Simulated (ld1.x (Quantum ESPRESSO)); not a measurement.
## Which change was made? (Te, TM)

ld1.x (Quantum ESPRESSO) 7.5 input, shortened:

```
&input
   title='Te', zed=52., rel=1, dft='PZ', iswitch=3,
   config='[Kr] 4d10 5s2 5p4'
 /
 &inputp
   pseudotype=2, tm=.true., lloc=-1, rcloc=1.20,
   nlcc=.false.
 /
3
5S  1  0   2.00   0.00  1.70  1.70  0.0
5P  2  1   4.00   0.00  1.60  1.60  0.0
4D  3  2  10.00   0.00  1.50  1.50  0.0
 &test
   configts(1)='4d10 5s2 5p4'
 /
```

Cutoffs, loose and tight: the cutoffs (Ry, on a coarse ladder) from which the occupation-weighted sum of valence levels, in a spherical-Bessel basis at the reference potential, stays within 10 and 1 mRy of its value at 400 Ry. They do not see the model core or the augmentation charge, which bear on the density cutoff. Test errors are all-electron minus pseudo excitation energies from the reference, over the configurations 4d10 5s2 5p3; 4d10 5s2 5p2; 4d10 5s2 5p1; 4d10 5s2 5p3.5; 4d10 5s0 5p6; 4d10 5s2 5p4.3; 4d10 5s2 5p0 (two spin-polarised tests are not counted in the largest error); variants that change the core or the reference have their own tests.

The base gives: outcome: generated; cutoff, loose: 100 Ry; cutoff, tight: 160 Ry; bound ghosts: s, p; largest test error (meV): +42.

Q: After one change the result is: outcome: generated; cutoff, loose: 100 Ry; cutoff, tight: 160 Ry; bound ghosts: s, p; largest test error (meV): -353. Which change was it?
A. local potential all-electron potential smoothed inside 1.56 bohr (lloc = -1)
B. reference 4d10 5s1.75 5p4.25
C. all radii scaled by about 1.27 (s 2.16, p 2.02, d 1.90 bohr); local potential all-electron potential smoothed inside 1.52 bohr (lloc = -1)

A: B. The others give: local potential all-electron potential smoothed inside 1.56 bohr (lloc = -1) → outcome: generated; cutoff, loose: 100 Ry; cutoff, tight: 160 Ry; bound ghosts: s; largest test error (meV): +72 | all radii scaled by about 1.27 (s 2.16, p 2.02, d 1.90 bohr); local potential all-electron potential smoothed inside 1.52 bohr (lloc = -1) → outcome: generated; cutoff, loose: 80 Ry; cutoff, tight: 140 Ry; bound ghosts: s; largest test error (meV): +50.
